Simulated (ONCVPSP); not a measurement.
## How hard is this I ONCV potential?

| Quantity | Value |
| --- | --- |
| Element | iodine |
| Generator | ONCVPSP 4.0.1 |
| Type | optimised norm-conserving Vanderbilt (ONCV) |
| Functional | PW91 |
| Relativity | fully relativistic |
| Frozen core | [Kr] 4d10 |
| Valence charge | 7 |
| Reference configuration | 5s2 5p3 (charge +2) |
| Partial waves | 5s: rc 1.35 bohr, ncon 3, nbas 6, qcut 4.3 1/bohr, 2 projectors, debl 0.4 Ha; 5p: rc 1.75 bohr, ncon 3, nbas 6, qcut 3.8 1/bohr, 2 projectors, debl 2.9 Ha |
| Local potential | polynomial inside 1.05 bohr (lpopt 1, dvloc0 0 Ha) |
| Core correction | Teter function, fcfact 2.75, rcfact 1.86 |

Open shells are filled in proportion to 2j + 1.

In the s channel the program set the typed energies aside and used -1.326, 0.250 Ha.

Task: For each optimised wave give the share of its norm inside rc, the residual kinetic energy above qcut (Ha) and the cutoffs (Ha) for errors of 10, 1, 0.1 and 0.01 mHa per electron.

Result:

```csv
wave,norm inside rc,residual KE,10 mHa,1 mHa,0.1 mHa,0.01 mHa
5s,0.175,2.3e-02,26.5,58.8,82.8,not reached
s projector 2,0.038,1.5e-03,6.2,23.3,86.5,104.1
5p j=3/2,0.264,2.6e-03,5.0,9.5,28.3,38.5
p projector 2 j=3/2,0.077,2.1e-02,8.7,42.7,71.7,not reached
5p j=1/2,0.302,3.8e-03,5.4,14.6,32.8,52.2
p projector 2 j=1/2,0.078,2.3e-02,8.6,25.0,56.8,not reached
```

The occupied waves need 59 Ha and 83 Ha for 1 and 0.1 mHa. Note: ghosts flagged at negative energy: s at -155.7 eV; GHOST(+) flagged for p3/2 at 48.5 eV, p1/2 at 60.8 eV, s at 549.0 eV. A true bound ghost makes a file unfit for plane-wave use. Its largest configuration-test error is -332 meV.
